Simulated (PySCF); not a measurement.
## Distorted geometries of [La(H2O)2]3+

[La(H2O)2]3+ (singlet). PySCF 2.14.0, RKS PBE0, La lcecp-1-SVP with ECP46, O def2-SVP, H def2-SVP; non-relativistic Hamiltonian with scalar-relativistic core potentials where named; density fitting; no spin-orbit coupling. Relaxed geometry:

```xyz
7

La   -1.1347   -0.3012   -0.0108
O     0.1728   -0.0247    1.9391
H     1.0931    0.3289    2.0306
H    -0.0756   -0.2272    2.8773
O     0.1863    0.0795   -1.9359
H     1.0412   -0.3439   -2.2023
H    -0.0022    0.6844   -2.6979
```

**Question.** Order these distorted geometries by energy above the relaxed one, lowest first.
A.
```xyz
7

La   -1.1767   -0.2637   -0.0075
O     0.1946   -0.0448    1.9231
H     1.1064    0.3237    1.9852
H    -0.1237   -0.1973    2.9208
O     0.1652    0.0744   -1.9376
H     1.0440   -0.3753   -2.1878
H     0.0711    0.6788   -2.6961
```
B.
```xyz
7

La   -1.2016   -0.1734    0.2342
O     0.1856   -0.0594    2.0942
H     0.9380    0.1894    1.8317
H     0.0481   -0.1612    2.8712
O     0.1772    0.3607   -2.1721
H     1.1045   -0.4940   -2.3009
H     0.0291    0.5337   -2.5582
```
C.
```xyz
7

La   -1.1577   -0.2639   -0.0304
O     0.1702   -0.0718    1.9401
H     1.0663    0.2834    2.0000
H    -0.0727   -0.1768    2.9038
O     0.2128    0.1207   -1.9100
H     1.0199   -0.3599   -2.2386
H     0.0421    0.6643   -2.6649
```

**Answer.** C (0.10 eV), A (0.14 eV), B (37.50 eV).

**Question.** Which forces (eV/Å) act in the one that lies 0.10 eV up?

**Answer.** 
```
La   0.05 -0.03  0.29
O   -1.18 -0.17  0.19
H    1.11  0.33  0.02
H   -0.01 -0.11 -0.38
O    0.66 -1.57  1.25
H    0.01 -0.05  0.36
H   -0.64  1.61 -1.74
```
Forces carry noise of the integration grid, about 0.01 to 0.03 eV/Å.

A frequency check found unstable modes (1, the lowest at -27 cm⁻¹), so the relaxed geometry is a saddle point, or these are noise.
